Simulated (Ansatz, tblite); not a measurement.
Cost and result up the ladder for the cluster Hg₂O (the lowest singlet isomer of a short search) (3 atoms). Total charge 0; singlet. Geometry: PBE-D4/def2-TZVP.

```csv
atom,x (Å),y (Å),z (Å)
Hg1,0.0717,0.2981,2.0270
Hg2,-0.0721,-0.2968,-2.0272
O3,0.0005,-0.0013,0.0002
```

Ansatz on 4 threads of Arm Neoverse V2 on a shared host; xTB runs through tblite on one thread. Times are rough, summed over both states, and most runs start from the orbitals of an earlier one. ωB97M-V/def2-TZVP serves as the yardstick here, not as an exact answer. The other state is a triplet at its own geometry.

In the def2 sets Hg takes a core potential; there is no spin–orbit coupling. The xTB rows come from tblite. B3LYP takes the VWN-RPA correlation. HSE06 is defined as in plane-wave codes, on full-range PBE exchange. Correlated methods freeze 1 core orbital; core or outer-core shells of Hg are correlated, in sets that lack core-valence functions. The structure comes from a short search, and lower isomers may exist.

Correlated methods converge slowly with the basis.

xTB has no spin-polarisation term.

| level | functions | triplet − singlet (eV) | difference from ωB97M-V/def2-TZVP (eV) |
| --- | --- | --- | --- |
| r2SCAN0-D4/def2-TZVP | 117 | -0.22 | 0.02 |
| r2SCAN-D4/def2-TZVP | 117 | 0.05 | 0.29 |
| PBE0-D4/def2-TZVP | 117 | 0.01 | 0.25 |
| GFN1-xTB | 12 | 1.33 | 1.56 |
| PBE-D4/def2-TZVP (with forces) | 117 | 0.31 | 0.55 |
| BHLYP-D4/def2-TZVP | 117 | -0.29 | -0.05 |
| HSE06-D4/def2-TZVP | 117 | 0.05 | 0.29 |
| ωB97M-V/def2-TZVP | 117 | -0.24 | 0.00 |
| RPA@PBE/def2-TZVP | 117 | 0.10 | 0.34 |
| GFN2-xTB | 12 | 1.50 | 1.74 |
| B3LYP-D4/def2-TZVP | 117 | 0.11 | 0.35 |

(1) Estimate how long each takes.

Results:

(1) GFN1-xTB 0.002 s; GFN2-xTB 0.002 s; PBE-D4/def2-TZVP (with forces) 2.3 s; B3LYP-D4/def2-TZVP 2.9 s; HSE06-D4/def2-TZVP 3 s; RPA@PBE/def2-TZVP 4.1 s; PBE0-D4/def2-TZVP 4.1 s; r2SCAN-D4/def2-TZVP 4.8 s; BHLYP-D4/def2-TZVP 4.9 s; r2SCAN0-D4/def2-TZVP 6.3 s; ωB97M-V/def2-TZVP 12 s. On shared hardware such times vary by a factor of up to 3.
